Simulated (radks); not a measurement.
Values are calculated unless marked as measured or tabulated.
Question: All-electron atom: Sn+ in [Kr] 4d10 5s2 5p0.75 4f0.25 (fractional occupations, a model configuration). Code: a radial shooting solver on a logarithmic mesh with Libxc functionals. Model: scalar-relativistic Kohn-Sham, PBEsol, spin-polarised, spherical densities, finite nucleus; open shells are filled with parallel spins first (spin-orbit coupling, left out, can overturn this in heavy ions); Fermi nuclear charge, rms radius 4.6519 fm. Some entries of the table are withheld. Estimate them.

| orbital | occ. | eigenvalue (hartree) | <r> (bohr) | r(max) (bohr) |
|---|---|---|---|---|
| 1s up | 1 | -1065.982 | 0.02907 | 0.01878 |
| 1s down | 1 | -1065.981 | 0.02907 | 0.01878 |
| 2s up | 1 | -161.2365 | 0.1256 | 0.1061 |
| 2s down | 1 | -161.2363 | 0.1256 | 0.1061 |
| 2p up | 3 | -144.8106 | 0.1096 | 0.08496 |
| 2p down | 3 | -144.8102 | 0.1096 | 0.08496 |
| 3s up | 1 | -31.39008 | 0.3396 | 0.3077 |
| 3s down | 1 | -31.38961 | 0.3396 | 0.3077 |
| 3p up | 3 | -26.02212 | 0.3379 | 0.3011 |
| 3p down | 3 | -26.02158 | 0.3379 | 0.3011 |
| 3d up | 5 | -17.75000 | 0.3147 | 0.2510 |
| 3d down | 5 | -17.74953 | 0.3147 | 0.2510 |
| 4s up | 1 | -5.26751 | 0.8186 | 0.7453 |
| 4s down | 1 | -5.26652 | 0.8185 | 0.7453 |
| 4p up | 3 | -3.64428 | 0.8860 | 0.7881 |
| 4p down | 3 | -3.64315 | 0.8857 | 0.7882 |
| 4d up | 5 | -1.30044 | 1.098 | 0.8870 |
| 4d down | 5 | -1.29721 | 1.094 | 0.8868 |
| 5s up | 1 | -0.71668 | 2.283 | 1.979 |
| 5s down | 1 | -0.69333 | 2.271 | 1.965 |
| 5p up | 0.75 | -0.43188 | 2.821 | 2.397 |
| 5p down | 0 | -0.40555 | 2.826 | 2.381 |
| 6s up | 0 | -0.18290 | 5.993 | (1) |
| 5d up | 0 | -0.14543 | (2) | 4.116 |
| 6p up | 0 | -0.12942 | 7.986 | 7.345 |
| 4f up | 0.25 | -0.06544 | 11.41 | 10.85 |

Answer: 
(1) 6s up r(max) (bohr): 5.309
(2) 5d up <r> (bohr): 5.238
